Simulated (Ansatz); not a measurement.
Reaction (formal exchange of groups at the Si–S bond): `Cl[SiH2]S[SiH2]Cl` + CH₃NH₂ → `NC[SiH2]Cl` + `S[SiH2]Cl`

Gas-phase electronic energies from Ansatz, PBE0-D4/def2-TZVP geometries. CBS: MP2 limit from def2 TZ/QZ plus the TZ coupled-cluster correction, frozen cores. Functionals use def2-TZVPP. One conformer a species, not always the lowest.

```json
{"level": "PBE", "ΔE (kJ/mol)": "66.5"}
{"level": "PBE0", "ΔE (kJ/mol)": "67.9"}
```

Q: What does CCSD(T)/CBS give? (An estimate is asked.)

A: Computed: +71.8 kJ/mol. The listed levels differ from it by -5.3, -3.9 kJ/mol.

Largest T1 diagnostic among the species: 0.010.

The D4 term adds +8.7 kJ/mol with B3LYP and +4.9 kJ/mol with PBE0; it sums over pairs of atoms, weighted by their polarisabilities, and B3LYP, whose exchange is more repulsive, gets the larger term.

B3LYP here is the variant with VWN-RPA as its local correlation; programs differ in this.
